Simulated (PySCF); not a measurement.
These 3 structures share the formula C6H12O2S. Method used: PBE0-D3(BJ)/def2-SVP geometry optimisation, gas phase in PySCF. Energies are electronic, without zero-point or thermal terms, for one conformer each. No frequencies were run at this level. Point groups hold within 0.08 Å.

Question: Order them by energy at this level, lowest first, and give relative energies in kcal/mol.
A. `[CH3:1][C:2]1([CH3:3])[CH2:4][CH2:5][CH2:6][S:7]1(=[O:8])=[O:9]` with C1–C2–C4–C5 -158°, C2–C4–C5–C6 48°, C4–C5–C6–S7 -28°, C5–C6–S7–O8 -112°
B. `[O:1]=[S:2]1(=[O:3])[CH2:4][CH2:5][CH2:6][CH2:7][CH2:8][CH2:9]1` with O1–S2–C4–C5 -150°, S2–C4–C5–C6 87°, C4–C5–C6–C7 -76°, C5–C6–C7–C8 55°
C. `[CH3:1][C@@H:2]([CH:3]1[CH2:4][CH2:5]1)[S:6]([CH3:7])(=[O:8])=[O:9]` with C1–C2–C3–C4 -151°, C1–C2–S6–C7 174°

Answer: A (0.0), B (4.0), C (24.2).

As drawn, the highest has a three-membered ring, which the lowest lacks.

```tsv
SMILES	E (Eh)	E rel (kcal/mol)	dipole (D)	point group	A, B, C (MHz)
CC1(C)CCCS1(=O)=O	-783.48652	0.0	4.89	C1	1718, 1565, 1276
O=S1(=O)CCCCCC1	-783.48008	4.0	5.20	near C2	2249, 1169, 966.9
C[C@@H](C1CC1)S(C)(=O)=O	-783.44791	24.2	4.63	C1	2236, 1083, 895.6
```
